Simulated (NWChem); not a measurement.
**Basis-set convergence for Cl2Ge**

```xyz
3

Ge     0.0000     0.0000    -0.7233
Cl    -1.7089     0.0000     0.6808
Cl     1.7089     0.0000     0.6808
```
Charge 0, spin multiplicity 1.

All runs are NWChem calculations. All single points use one geometry, from B3LYP/def2-SVP, a minimum by its harmonic frequencies.

Quantity: vertical ionisation energy at the level ΔPBE0 (Δ: difference of total energies, the cation a doublet at the parent's geometry with its hole in an orbital of symmetry a1 (C2v labels); it is the state that the SCF runs reached, from PBE0 orbitals for Hartree-Fock references, and need not be the lowest).

The Hamiltonian is non-relativistic. The Pople sets run with spherical d functions. The structure started from a generated list of species. No SCF solution was tested for a lower state.

The cost column gives rough processor time relative to 3-21G; each entry includes its own SCF.

In def2-QZVP the value is 10.33 eV. Among 3-21G, cc-pVDZ, pcseg-1, 6-311G**, cc-pVTZ, pcseg-2, def2-TZVP, def2-TZVPP, def2-TZVPD, which is the smallest basis within 0.1 eV of it?

cc-pVDZ, with 63 functions against 215 and about 30 % of the time (also within reach: cc-pVTZ, pcseg-2, def2-TZVP, def2-TZVPP, def2-TZVPD). def2-QZVP isn't the basis-set limit itself, and a small set can land close by cancellation.

```csv
basis,functions,vertical ionisation energy (eV),relative cost
3-21G,48,10.58,1
cc-pVDZ,63,10.39,8
pcseg-1,63,10.51,under 3
6-311G**,96,10.49,under 3
cc-pVTZ,111,10.34,20
pcseg-2,111,10.37,6
def2-TZVP,122,10.34,5
def2-TZVPP,132,10.33,5
def2-TZVPD,146,10.35,7
def2-QZVP,215,10.33,20
```
